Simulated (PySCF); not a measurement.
# Dipole response of Cr⁺ (chromium, charge +1)

[Ar] 3d5, high-spin 6S determinant. Computed with PySCF 2.14 in aug-cc-pwCVTZ-DK with one added diffuse shell each of s, p, d, f, g type (11s10p8d5f4g, 152 functions), with scalar relativity by spin-free X2C-1e. Coupled (time-dependent) response in atomic units; α is the mean over directions.

```tsv
method	mean α (bohr³)	C₆ (like pair)	S(−4)
BP86	15.14	57.70	301.7
```

S(−4) is the Cauchy moment in α(ω) = α(0) + S(−4) ω² + …

α(iu) at BP86:

```
u (hartree)  α(iu) (bohr³)
          0          15.14
     0.0500          14.43
      0.100          12.81
      0.200          9.538
      0.300          7.400
      0.500          5.105
      0.750          3.651
       1.00          2.800
       1.50          1.841
       2.00          1.317
       3.00         0.7731
       5.00         0.3612
```

For an ion, C₆ is the dispersion term alone; charge-induced terms of lower order in 1/R come first.
